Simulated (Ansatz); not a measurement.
Compare A (`C#COC(N)[SiH3]`) with its isomer B (`C=CN([SiH3])C=O`).

Program: Ansatz. Geometries: PBE0-D4/def2-TZVP. ΔE: electronic, gas phase. CCSD(T)/CBS adds triple-zeta CCSD(T) − MP2 to the extrapolated MP2 energy (def2 sets, frozen cores). DFT in def2-TZVPP. B3LYP here is the variant with VWN-RPA as its local correlation; programs differ in this. One conformer a species, not always the lowest.

Q: Which is lower in electronic energy at CCSD(T)/CBS, and by how much? (Estimate.)

A: Ansatz gave: B, by 65.9 kcal/mol.

Q: Give E(B) − E(A) in kcal/mol with ωB97M-V, HF/def2-TZVPP, B3LYP, B3LYP-D4, MP2/def2-TZVPP, PBE-D4, r2SCAN-D4. (An estimate is asked.)

A: Computed: ωB97M-V -65.6, HF/def2-TZVPP -68.7, B3LYP -66.4, B3LYP-D4 -67.3, MP2/def2-TZVPP -66.4, PBE-D4 -66.5, r2SCAN-D4 -68.3. None reverses the order clearly.

Largest T1 diagnostic: 0.015.

In def2-TZVPP, CCSD(T) changes the Hartree–Fock value by +2.1 kcal/mol (the triples alone add −0.2 kcal/mol) and MP2 by +2.3 kcal/mol. From PBE to PBE0 (25 % exact exchange), in def2-TZVPP and without D4, E(B) − E(A) moves by −0.9 kcal/mol.
